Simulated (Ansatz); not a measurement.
Molecule: ethoxygermane, C2H8GeO, net charge 0, singlet state. 
Structure (B3LYP-D3(BJ)/def2-TZVP (Ansatz, an electronic-structure program) minimum search):
```
C
H 1 1.0986
H 1 1.0986 2 107.24
O 1 1.4223 2 110.36 3 -120.24
C 1 1.5150 2 110.02 3 119.64
H 5 1.0908 1 110.38 2 61.18
H 5 1.0908 6 108.32 1 -120.95
H 5 1.0923 6 108.61 7 -117.78
Ge 4 1.7892 1 118.72 2 59.17
H 9 1.5320 4 104.74 1 180.00
H 9 1.5431 10 112.03 4 118.10
H 9 1.5431 10 112.03 11 123.81
```
Charge 0, spin multiplicity 1.

Wanted: atomisation energy (electronic, to ground-state atoms), in kcal/mol. Correlated levels leave the core frozen unless marked. UHF or UKS for open shells. No spin-orbit coupling. Frozen are the shells of the preceding noble gas and the d and f shells that filled before the atom's block. Non-relativistic. The coupled-cluster limit lacks core correlation, which all-electron functionals hold. CBS(X,Y): correlation extrapolated as X^-3; Hartree-Fock from the larger set.

```json
[
 {"level": "HF/STO-3G", "program": "Ansatz", "atomisation energy (kcal/mol)": "950.0"},
 {"level": "HF/6-31G*", "program": "Ansatz", "atomisation energy (kcal/mol)": "725.8"}
]
```

**Question.** Predict the CCSD(T)/CBS(aug-cc-pVTZ,aug-cc-pVQZ) result (Ansatz).

**Answer.** 998.0 kcal/mol, so HF/6-31G* differs from it by -272.2 kcal/mol.
